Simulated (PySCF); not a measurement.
Si(F)(SH)3 (FH3S3Si), SMILES S[Si](F)(S)S.

Coordinates come from a r2SCAN-D4/def2-SVP optimisation. This is a generated structure with no PubChem entry under its InChIKey; it may be hypothetical. Other conformers were not sampled.

The numbers are results of r2SCAN-D4/def2-SVP in PySCF, not measurements.

Frequencies are harmonic and unscaled.

Modes within 1.5 cm⁻¹ of each other (mostly degenerate sets) share a row, with their intensities summed.

| mode | ν (cm⁻¹) | IR (km/mol) | Raman (Å⁴/amu) | depolarisation | moving atoms (share of kinetic energy) |
|---|---|---|---|---|---|
| 1–2 | 102 | 16.4 | 10.3 | 0.75 | S 45 %, H 37 %, F 18 % |
| 3–4 | 180 | 8.7 | 3.9 | 0.75 | H 52 %, S 41 % |
| 5 | 187 | 0.0 | 0.4 | 0.56 | S 49 %, Si 25 %, F 18 %, H 8 % |
| 6–7 | 258 | 45.0 | 5.8 | 0.75 | F 45 %, S 33 %, H 17 % |
| 8 | 291 | 39.3 | 9.2 | 0.75 | H 91 %, S 8 % |
| 9 | 416 | 1.7 | 17.3 | 0.03 | S 73 %, F 11 %, Si 9 % |
| 10–11 | 579 | 280.9 | 10.4 | 0.75 | Si 58 %, S 32 %, H 9 % |
| 12 | 706 | 6.0 | 11.7 | 0.52 | H 87 % |
| 13–14 | 751 | 49.0 | 26.2 | 0.75 | H 83 %, Si 9 % |
| 15 | 895 | 108.2 | 2.0 | 0.01 | F 50 %, Si 46 % |
| 16–18 | 2675 | 2.6 | 537.0 | 0.03 | H 97 % |
